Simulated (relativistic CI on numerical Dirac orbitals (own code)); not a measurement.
## Hyperfine structure of Eu²⁵⁺, mass number 153

Computed by Dirac-Coulomb-Breit CI, orbitals from a KLI potential per configuration, QED by a radiative potential, unscaled Slater integrals (own radial code, finite nucleus).

Configurations in the expansion (outside the closed core [Ar] 3d10): 4s2.4p6.4d2, 4s2.4p5.4d3, 4s2.4p6.4d.4f, 4s.4p6.4d3, 4s2.4p5.4d2.4f, 4s.4p6.4d2.4f, 4s2.4p6.4d.5s, 4s2.4p6.4d.5p, 4s2.4p6.4f.5s, 4s2.4p6.4f2, 4s2.4p5.4f3, 4s.4p6.4f3, 4s2.4p6.4f.5p, 4s2.4p5.4f2.5p, 4s.4p6.4f2.5p. Double excitations out of closed p, d and f shells are left out; levels of such configurations are missing from the list, as are those of other unlisted configurations, and high levels can miss mixing partners.

Nuclear spin I = 5/2, μ = 1.5294 μN, Q = 2.41 b (tables of Stone and Pyykkö). The electronic factors are computed for point nuclear moments, without core polarisation or the Bohr-Weisskopf and QED corrections.

```csv
Level,E (eV),A (MHz),B (MHz)
4s2.4p6.4d2 3F_2,0.0000,7754,3860
4s2.4p6.4d2 3F_3,6.4453,4476,9010
4s2.4p6.4d2 3F_4,9.9259,4407,29700
4s2.4p6.4d2 3P_1,10.4612,-171.4,9180
4s2.4p6.4d2 1G_4,15.9571,3596,36200
```

Levels with J = 0, under 50 % of one LS term, or S terms without an open s electron are left out. Small factors come from cancelling terms and can be off by tens of per cent or more.

At this charge energies of transitions that change n are usually good to better than 1 %, and those within a shell (Δn = 0) to a few per cent. Terms inside the open d or f shell come out 10 to 20 % too wide with unscaled integrals.

**Question.** Give the hyperfine levels of 4s2.4p6.4d2 3F_2 relative to its centre of gravity.

**Answer.** With K = F(F + 1) − I(I + 1) − J(J + 1), E = AK/2 + B[¾K(K + 1) − I(I + 1)J(J + 1)]/[2I(2I − 1)J(2J − 1)]: F = 1/2: -51580, F = 3/2: -41680, F = 5/2: -24230, F = 7/2: 2237, F = 9/2: 39740 MHz.

LS names give the leading component of a level, which can be under half, so a name can repeat, a term be missing and a line seem to break the LS rules.
